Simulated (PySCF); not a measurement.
C₂H₈N₂Si₂.
Z-matrix (Å and degrees, PBE0-D3(BJ)/def2-SVP geometry), rows numbered from 1:
```
C 
C   1  1.3411
N   2  1.3808  1  126.31
Si  3  1.7620  2  134.23  1   179.96
N   4  1.7418  3   86.26  2   179.18
Si  5  1.7454  4   94.58  3     0.10
H   1  1.0904  2  120.50  3   179.83
H   1  1.0947  2  121.93  3    -0.12
H   2  1.0976  1  118.91  3  -179.90
H   4  1.4961  3  114.71  2    61.77
H   4  1.4960  3  114.92  2   -63.49
H   5  1.0086  4  132.79  3  -179.95
H   6  1.4950  3  114.78  2    63.78
H   6  1.4948  3  114.88  2   -62.04
```

All values: CAM-B3LYP/def2-SVPD (PySCF, non-relativistic), on one gas-phase PBE0-D3(BJ)/def2-SVP geometry that isn't relaxed in the solvent. The solvent is an IEF-PCM continuum (cavity from Bondi-type radii × 1.2), and excitations are vertical TDDFT with non-equilibrium linear response and a frozen core. Only the electrostatic response of the medium enters.

Gas-phase singlets (H = HOMO, L = LUMO):

```csv
state,E (eV),λ (nm),f,leading configurations
S1,4.833,257,0.000,H→L 92%
S2,5.872,211,0.014,"H-1→L 76%, H→L+1 17%"
S3,5.954,208,0.007,"H→L+1 66%, H-1→L 19%"
S4,6.117,203,0.006,"H→L+4 60%, H→L+2 34%"
S5,6.164,201,0.408,H→L+3 96%
```

How does the list change in dichloromethane (ε = 8.93)?

```json
{"state": "S1", "E (eV)": "5.020", "λ (nm)": "247", "f": "0.000", "leading configurations": "H→L 92%", "change by rank (eV)": "+0.187"}
{"state": "S2", "E (eV)": "5.920", "λ (nm)": "209", "f": "0.024", "leading configurations": "H-1→L 73%, H→L+1 20%", "change by rank (eV)": "+0.048"}
{"state": "S3", "E (eV)": "5.987", "λ (nm)": "207", "f": "0.370", "leading configurations": "H→L+2 70%, H→L+1 18%", "change by rank (eV)": "+0.033"}
{"state": "S4", "E (eV)": "5.999", "λ (nm)": "207", "f": "0.146", "leading configurations": "H→L+1 50%, H→L+2 27%", "change by rank (eV)": "-0.118"}
{"state": "S5", "E (eV)": "6.300", "λ (nm)": "197", "f": "0.007", "leading configurations": "H→L+4 94%", "change by rank (eV)": "+0.136"}
```

The ground-state energy changes by -0.123 eV from gas to dichloromethane. By how much does the total energy of gas-phase S1 change?

E(S1) = E(S0) + excitation energy, so it changes by -0.123 + 0.187 = +0.064 eV: it isn't lowered at all, while the ground state is. This is the vertical state, with the slow part of the continuum still set for S0.

How do the frontier levels move from gas to dichloromethane?

```tsv
orbital	gas (eV)	solvent (eV)	change (eV)	Löwdin shares, gas	Löwdin shares, solvent
LUMO+2	1.66	1.68	+0.02	Si6 28 %, Si4 24 %, H12 8 %, H14 7 %	C2 33 %, C1 27 %, N3 10 %, H8 7 %
LUMO+1	1.31	1.36	+0.05	Si4 31 %, Si6 25 %, N5 5 %, C2 5 %	Si4 29 %, Si6 28 %, C2 6 %, H14 5 %
LUMO	0.37	0.57	+0.20	Si4 22 %, Si6 18 %, N5 9 %, H10 8 %	Si4 21 %, Si6 18 %, N5 8 %, H10 8 %
HOMO	-7.36	-7.41	-0.05	C1 32 %, N3 29 %, C2 20 %	C1 32 %, N3 29 %, C2 19 %
HOMO-1	-8.97	-8.83	+0.14	N5 50 %, Si6 12 %, Si4 12 %, H13 6 %	N5 50 %, Si4 12 %, Si6 12 %, H10 6 %
HOMO-2	-10.60	-10.53	+0.07	N3 29 %, Si6 14 %, Si4 11 %, C2 10 %	N3 28 %, Si6 14 %, Si4 11 %, C2 10 %
HOMO-3	-10.76	-10.75	+0.01	N3 25 %, C2 22 %, C1 11 %, N5 10 %	N3 23 %, C2 22 %, C1 12 %, N5 10 %
```

The HOMO–LUMO gap goes from 7.73 to 7.98 eV. Rows go by rank; for LUMO+2 the atom shares or the degeneracy differ between the runs, so the row needn't follow one orbital.
